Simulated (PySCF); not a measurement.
# Dipole response of Ca²⁺ (calcium, charge +2)

[Ar], closed-shell 1S. Computed with PySCF 2.14 in an uncontracted even-tempered set (21 s from 0.054 bohr⁻², ratio 2.5; 14 p from 0.071 bohr⁻², ratio 2.5; 5 d from 1.5 bohr⁻², ratio 2.7; 5 f from 2.3 bohr⁻², ratio 2.7), with scalar relativity by spin-free X2C-1e. Coupled (time-dependent) response in atomic units; α is the mean over directions.

| method | mean α (bohr³) | C₆ (like pair) | S(−4) |
| --- | --- | --- | --- |
| UHF | 1.493 | 3.267 | 0.5444 |
| PBE0 | 1.524 | 3.312 | 0.5953 |

S(−4) is the Cauchy moment in α(ω) = α(0) + S(−4) ω² + …

α(iu) at PBE0:

```csv
u (hartree),α(iu) (bohr³)
0,1.524
0.0500,1.522
0.100,1.518
0.200,1.500
0.300,1.473
0.500,1.393
0.750,1.268
1.00,1.134
1.50,0.8918
2.00,0.7032
3.00,0.4621
5.00,0.2496
```

A single London oscillator, α(iu) = α/(1 + u²/ω²), gives C₆ = (3/4) ω α². Matching the computed C₆ needs ω = 4 × 3.312 / (3 × 1.524²) = 1.90 hartree.

For an ion, C₆ is the dispersion term alone; charge-induced terms of lower order in 1/R come first.
